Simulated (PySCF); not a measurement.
## Electronic absorption of BH2Br

BH2Br.
Z-matrix (Å and degrees, PBE0-D3(BJ)/def2-SVP geometry), rows numbered from 1:
```
B 
H   1  1.2024
H   1  1.2024  2  124.02
Br  1  1.8909  2  117.96  3   179.99
```

Level of theory: TDDFT CAM-B3LYP/def2-SVPD, vertical, gas phase, core orbitals frozen in the response (PySCF). The CAM-B3LYP/def2-SVPD calculation is non-relativistic and has no spin–orbit coupling, an omission that weighs most on bromine.

```csv
state,E (eV),ν̃ (cm⁻¹),f,symmetry,"main configurations (H = HOMO, L = LUMO)"
S1,4.60,37070,0.0000,–,H→L (98%)
S2,6.51,52510,0.118,A1,H-1→L (95%)
S3,6.87,55380,0.0025,B1 or B2,H-2→L (99%)
S4,7.21,58180,0.0000,–,H-3→L (98%)
S5,7.57,61040,0.046,B1 or B2,"H→L+1 (70%), H→L+2 (24%)"
S6,7.91,63780,0.0004,–,"H→L+2 (66%), H→L+1 (23%)"
S7,8.63,69600,0.086,B1 or B2,"H-1→L+1 (61%), H-1→L+2 (33%)"
S8,8.74,70480,0.067,A1,H→L+3 (98%)
S9,8.81,71070,0.0000,–,H→L+4 (99%)
S10,9.01,72680,0.054,B1 or B2,"H-1→L+2 (52%), H-1→L+1 (32%), H-1→L+8 (8%)"
```

Triplets, Tamm–Dancoff:

```json
{"state": "T1", "E (eV)": "4.26", "λ (nm)": "290.7", "main configurations (H = HOMO, L = LUMO)": "H→L (95%)"}
{"state": "T2", "E (eV)": "5.23", "λ (nm)": "237.0", "main configurations (H = HOMO, L = LUMO)": "H-1→L (98%)"}
{"state": "T3", "E (eV)": "6.21", "λ (nm)": "199.5", "main configurations (H = HOMO, L = LUMO)": "H-2→L (97%)"}
{"state": "T4", "E (eV)": "6.61", "λ (nm)": "187.5", "main configurations (H = HOMO, L = LUMO)": "H-3→L (94%)"}
```

The lowest singlet lies at 4.60 eV (270 nm, ultraviolet) and is dark (f under 0.0005); its leading configuration is HOMO→LUMO (98%). The most intense listed level is S2 at 6.51 eV (190 nm, f = 0.118), 1.92 eV above S1. Löwdin shares by element: HOMO bromine 73%, boron 16%, hydrogen 11%; LUMO boron 57%, bromine 24%, hydrogen 19%. Of the 10 states listed, 5 reach f = 0.01 and 4 stay under 0.0005. The oscillator strengths of these states sum to 0.374; summed over the whole spectrum of an exact calculation they would give the number of electrons, 42 (Thomas–Reiche–Kuhn). Orbital energies (eV): HOMO-3 -12.69, HOMO-2 -12.10, HOMO-1 -10.67, HOMO -9.57, LUMO -0.93, LUMO+1 1.06, LUMO+2 1.46. Symmetry labels in C2v follow from the direction of the transition dipole and are given only for states with f of 0.002 or more; B1 and B2 swap with the choice of axes. Singlets were solved by full linear response, triplets in the Tamm–Dancoff approximation.
